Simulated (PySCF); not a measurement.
**Spin-rotation constants: C4H12AsBO2**

Geometry:
```
atom   x (Å)   y (Å)   z (Å)
  C1  -0.943  -1.854   0.388
  C2  -0.771  -0.607  -0.475
  C3  -1.337   0.630   0.241
  C4  -1.179   1.875  -0.581
  O5  -2.053   2.653  -0.832
  O6   0.610  -0.409  -0.708
  B7   1.205  -0.567  -1.879
 As8   2.410   0.322   1.390
  H9  -0.376  -1.736   1.310
 H10  -0.564  -2.726  -0.140
 H11  -1.991  -2.012   0.626
 H12  -1.290  -0.743  -1.435
 H13  -0.763   0.773   1.162
 H14  -2.389   0.477   0.486
 H15  -0.144   2.030  -0.946
 H16   2.361  -0.381  -1.886
 H17   0.606  -0.869  -2.849
 H18   1.244   0.487   2.323
 H19   2.099   1.653   0.797
 H20   3.260   1.013   2.425
```

Level of theory: GIAO BHandHLYP/pcSseg-1 magnetisability, rotational g tensor and spin-rotation constants, non-relativistic, gas phase (PySCF). Geometry: GFN2-xTB.

The bonding changed while the geometry was optimised; results refer to the coordinates, not to the name. The calculation is non-relativistic, which matters for the atoms heavier than Zn.

Task: Give the nuclear spin-rotation constants along the inertial axes (H = +C I·J) beside the isotropic shieldings.

Result: Rotational constants 1.5356, 0.6609, 0.5754 GHz. A star marks the isotopologue with that one atom substituted, in its own axes.
```
atom  isotope  Caa (kHz)  Cbb (kHz)  Ccc (kHz)  mean (kHz)  σ (ppm)
  B7      11B      0.427      0.143      0.205       0.259     57.6
 As8     75As      1.423      0.682      0.551       0.886   1947.3
  H9       1H     -0.031     -0.064     -0.044      -0.046     30.0
 H10       1H     -0.176      0.001     -0.050      -0.075     30.4
 H11       1H     -0.074     -0.074     -0.028      -0.059     30.8
 H12       1H     -0.015     -0.051     -0.038      -0.035     27.7
 H13       1H     -0.035     -0.058     -0.043      -0.045     29.1
 H14       1H     -0.076     -0.074     -0.019      -0.057     29.9
 H15       1H     -0.005     -0.050      0.013      -0.014     22.2
 H16       1H      0.021     -0.059     -0.024      -0.021     27.0
 H17       1H     -0.015     -0.039     -0.029      -0.028     26.9
 H18       1H     -0.125     -0.067     -0.007      -0.066     29.7
 H19       1H     -0.106     -0.024     -0.053      -0.061     29.9
 H20       1H     -0.058     -0.035     -0.057      -0.050     29.7
  C1     13C*      0.251      0.102      0.087       0.147    158.7
  C2     13C*      0.311      0.179      0.130       0.207    107.2
  C3     13C*      0.323      0.121      0.108       0.184    134.6
  C4     13C*      0.683      0.233      0.276       0.397    -19.7
  O5     17O*     -1.427     -0.308     -0.307      -0.680   -392.2
  O6     17O*     -0.501     -0.076     -0.170      -0.249     97.9
```
For the geometry as given, no vibrational averaging.

Task: How do the rotational constants and the g tensor change when H9, H10, H11, H12, H13, H14, H15, H16, H17, H18, H19, H20 are replaced by deuterium?

Result: Constants 1.2997, 0.6100, 0.5345 GHz; g -0.0184, -0.0084, -0.0097, against -0.0214, -0.0093, -0.0105 before.
